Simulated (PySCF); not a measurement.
## Polarisability and C₆ of I- (iodine, charge -1)

[Xe], closed-shell 1S. Computed with PySCF 2.14 in aug-cc-pwCVTZ-DK3 (10s9p7d4f1g, 109 functions), with scalar relativity by spin-free X2C-1e. Coupled (time-dependent) response in atomic units; α is the mean over directions.

```csv
method,mean α (bohr³),C₆ (like pair),S(−4)
UHF,56.53,802.6,684.2
PBE,65.99,973.6,1071
PBE0,61.84,895.8,888.7
```

S(−4) is the Cauchy moment in α(ω) = α(0) + S(−4) ω² + …

α(iu) at PBE0:

```
u (hartree)  α(iu) (bohr³)
          0          61.84
     0.0500          59.73
      0.100          54.51
      0.200          41.88
      0.300          31.41
      0.500          18.57
      0.750          10.99
       1.00          7.315
       1.50          4.045
       2.00          2.659
       3.00          1.475
       5.00         0.6805
```

A single London oscillator, α(iu) = α/(1 + u²/ω²), gives C₆ = (3/4) ω α². Matching the computed C₆ needs ω = 4 × 895.8 / (3 × 61.84²) = 0.312 hartree.

For an ion, C₆ is the dispersion term alone; charge-induced terms of lower order in 1/R come first.
